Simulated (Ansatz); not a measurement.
`BCCBC` + `[SiH3]/C=C/Br` → `CB/C=C/Br` + `BCC[SiH3]`  (redistribution)

Program: Ansatz. Geometries: PBE0-D4/def2-TZVP. ΔE: electronic, gas phase. CCSD(T)/CBS is the MP2 limit (def2-TZVPP, def2-QZVPP) plus CCSD(T) − MP2 in def2-TZVPP, frozen cores. Double bonds are as drawn, so ΔE can hold a change between cis and trans. Functionals use def2-TZVPP. B3LYP here is the variant with VWN-RPA as its local correlation; programs differ in this. For Br outer-core shells are correlated without core-valence functions, which leaves a few kJ/mol of doubt a bond. Scalar relativity is left out up to krypton. One conformer a species, not always the lowest.

`BCCBC`:

Cartesian coordinates in Å:
```
B -0.393 0.476 -2.406
C -0.232 -0.364 -1.119
C 0.120 0.775 -0.125
B 0.346 0.389 1.375
C 0.214 -1.045 1.957
H -1.445 0.987 -2.674
H 0.561 0.743 -3.083
H 0.586 -1.087 -1.137
H -1.139 -0.869 -0.778
H 1.027 1.316 -0.441
H -0.651 1.563 -0.125
H 0.601 1.297 2.123
H 0.209 -1.852 1.222
H 0.953 -1.256 2.735
H -0.757 -1.073 2.476
```

`[SiH3]/C=C/Br`:

Cartesian coordinates in Å:
```
Si -1.144 -0.520 -0.548
C 0.120 0.641 0.169
C 1.310 0.204 0.553
Br 2.651 1.306 1.290
H -1.513 -0.096 -1.924
H -0.568 -1.888 -0.585
H -2.377 -0.518 0.282
H -0.112 1.698 0.280
H 1.633 -0.827 0.483
```

`CB/C=C/Br`:

Z-matrix (Å, degrees):
```
C
B 1 1.559
H 1 1.091 2 117.2
H 1 1.097 2 109.1 3 123.4
H 1 1.097 2 109.0 3 -123.1
C 2 1.546 1 125.3 3 0.4
H 2 1.201 1 117.6 3 -179.6
C 6 1.332 2 121.0 1 -0.2
H 6 1.087 2 121.0 1 179.8
Br 8 1.876 6 124.4 2 -180.0
H 8 1.083 6 123.9 2 0.0
```

`BCC[SiH3]`:

```xyz
13

B    -0.140   -0.475   -2.061
C    -0.413   -0.808   -0.578
C     0.264    0.474   -0.002
Si    0.163    0.499    1.874
H     0.901   -0.784   -2.568
H    -0.903    0.216   -2.675
H     0.092   -1.693   -0.187
H    -1.462   -0.831   -0.279
H     1.321    0.530   -0.289
H    -0.215    1.383   -0.383
H     0.849   -0.701    2.424
H    -1.263    0.469    2.294
H     0.805    1.721    2.431
```

Problem. Is it downhill or uphill in electronic energy at CCSD(T)/CBS, and by how much? (Estimate.)

Solution. The calculation gave: Downhill: ΔE = -0.18 eV.

Problem. What do these levels give: PBE-D4, B2PLYP, PBE0, B3LYP, HF/def2-TZVPP, CCSD(T)/def2-TZVPP? (Estimate.)

Solution. Ansatz gave: PBE-D4 -0.21, B2PLYP -0.20, PBE0 -0.19, B3LYP -0.19, HF/def2-TZVPP -0.15, CCSD(T)/def2-TZVPP -0.19 eV.

Largest T1 diagnostic among the species: 0.011.

In def2-TZVPP, CCSD(T) changes the Hartree–Fock value by −0.05 eV (the triples alone add −0.02 eV) and MP2 by −0.07 eV.
